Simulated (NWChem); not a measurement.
All runs are NWChem calculations. System: C$_{3}$H$_{2}$F$_{3}$, charge 0, spin multiplicity 2, at a geometry optimised with UPBE0/def2-SVP. The structure started from a generated list of species. Its SCF solution wasn't tested for a lower state. Level: ULC-wPBE (omega 0.3 per bohr)/def2-TZVP.

Job file:

```
start mol
memory heap 200 mb stack 900 mb global 1100 mb
geometry units angstroms nocenter noautoz
  F     -2.636292    -0.240186     0.000000
  C     -1.429895     0.315712     0.000000
  C     -0.307371    -0.497106     0.000000
  C      0.983009    -0.042573     0.000000
  F      2.036838    -0.820431     0.000000
  F      1.310986     1.229207     0.000000
  H     -1.432645     1.406957     0.000000
  H     -0.445597    -1.580469     0.000000
  symmetry group Cs
end
basis spherical
  * library def2-tzvp
end
dft
  xc xwpbe 1.00 cpbe96 1.0 hfexch 1.00
  cam 0.3 cam_alpha 0.00 cam_beta 1.00
  odft
  mult 2
  direct
  iterations 100
end
task dft energy
```

Output (cleaned and shortened):

```
             Northwest Computational Chemistry Package (NWChem) 7.3.0
             --------------------------------------------------------

                                NWChem Input Module
                                -------------------

 Scaling coordinates for geometry "geometry" by  1.889725989
 (inverse scale =  0.529177249)

 Turning off AUTOSYM since
 SYMMETRY directive was detected!

                             Geometry "geometry" -> ""
                             -------------------------

 Output coordinates in angstroms (scale by  1.889725989 to convert to a.u.)

  No.       Tag          Charge          X              Y              Z
 ---- ---------------- ---------- -------------- -------------- --------------
    1 F                    9.0000    -2.63629200    -0.24018600     0.00000000
    2 C                    6.0000    -1.42989500     0.31571200     0.00000000
    3 C                    6.0000    -0.30737100    -0.49710600     0.00000000
    4 C                    6.0000     0.98300900    -0.04257300     0.00000000
    5 F                    9.0000     2.03683800    -0.82043100     0.00000000
    6 F                    9.0000     1.31098600     1.22920700     0.00000000
    7 H                    1.0000    -1.43264500     1.40695700     0.00000000
    8 H                    1.0000    -0.44559700    -1.58046900     0.00000000

 Effective nuclear repulsion energy (a.u.)     223.4079249524

            Nuclear Dipole moment (a.u.)
            ----------------------------
        X                 Y               Z
 ---------------- ---------------- ----------------
     0.0000075589    -0.0000075589     0.0000000000

      Symmetry information
      --------------------

 Group name             Cs
 Group number              2
 Group order               2
 No. of unique centers     8

      Symmetry unique atoms

     1    2    3    4    5    6    7    8


 Summary of "ao basis" -> "" (spherical)
 ------------------------------------------------------------------------------
       Tag                 Description            Shells   Functions and Types
[...]
 overlap   0.999  0.999  0.998  0.999  0.999  0.998  0.998  0.999  0.981  0.928

   alpha    101    102    103    104    105    106    107    108    109    110
    beta    101    102    103    104    105    106    107    108    109    110
 overlap   0.942  0.999  0.999  0.998  0.999  0.967  0.965  0.996  0.996  0.996

   alpha    111    112    113    114    115    116    117    118    119    120
    beta    111    112    113    114    115    116    117    118    119    120
 overlap   0.998  0.997  0.998  0.980  0.981  0.999  0.951  0.953  0.989  0.991

   alpha    121    122    123    124    125    126    127    128    129    130
    beta    121    122    124    123    125    126    127    128    129    130
 overlap   0.933  0.708  0.937  0.705  0.994  0.989  0.995  0.997  0.997  0.998

   alpha    131    132    133    134    135    136    137    138    139    140
    beta    131    133    132    134    135    136    137    139    138    140
 overlap   0.950  0.999  0.949  0.998  0.998  1.000  0.998  1.000  1.000  0.997

   alpha    141    142    143    144    145    146    147    148    149    150
    beta    141    142    143    144    145    146    147    148    149    150
 overlap   0.998  1.000  1.000  0.999  0.999  1.000  0.999  1.000  1.000  1.000

   alpha    151    152    153    154    155    156    157    158    159    160
    beta    151    152    153    154    155    156    157    158    159    161
 overlap   1.000  1.000  1.000  1.000  0.999  0.999  0.997  0.999  0.999  0.999

   alpha    161    162    163    164    165    166    167    168    169    170
    beta    160    162    163    164    165    166    167    168    169    170
 overlap   0.997  1.000  1.000  1.000  1.000  1.000  1.000  1.000  1.000  1.000

   alpha    171    172    173    174    175    176    177    178    179    180
    beta    171    172    173    174    175    176    177    178    179    180
 overlap   1.000  1.000  1.000  1.000  1.000  1.000  1.000  1.000  1.000  1.000

   alpha    181    182    183    184    185    186    187    188    189    190
    beta    181    182    183    184    185    186    187    188    189    190
 overlap   0.992  0.992  1.000  1.000  1.000  1.000  1.000  1.000  1.000  0.998

   alpha    191    192    193    194    195    196    197    198
    beta    191    192    193    194    195    196    197    198
 overlap   0.998  1.000  1.000  1.000  1.000  1.000  1.000  1.000

     --------------------------
     Expectation value of S2:
     --------------------------
      <S2> =      0.7909 (Exact =     0.7500)

 center of mass
 --------------
 x =   0.05119471 y =   0.00677174 z =   0.00000000

 moments of inertia (a.u.)
 ------------------
         183.138560668699         -19.571209385192           0.000000000000
         -19.571209385192        1010.518894722186           0.000000000000
           0.000000000000           0.000000000000        1193.657455390885

     Multipole analysis of the density
     ---------------------------------

     L   x y z        total         alpha         beta         nuclear
     -   - - -        -----         -----         ----         -------
     0   0 0 0     -0.000000    -24.000000    -23.000000     47.000000

     1   1 0 0      0.044713      0.333688     -0.288983      0.000008
     1   0 1 0      0.022585     -0.230890      0.253482     -0.000008
     1   0 0 1     -0.000000     -0.000000     -0.000000      0.000000

     2   2 0 0    -27.415274   -261.296943   -252.640804    486.522473
     2   1 1 0     -0.900414     -3.107411     -4.249299      6.456296
     2   1 0 1      0.000000      0.000000      0.000000      0.000000
     2   0 2 0    -22.473210    -59.454861    -58.525504     95.507156
     2   0 1 1      0.000000     -0.000000      0.000000      0.000000
     2   0 0 2    -24.269414    -12.955814    -11.313600      0.000000

 Task  times  cpu:      816.1s     wall:      816.1s

 Total times  cpu:      816.2s     wall:      816.2s
```
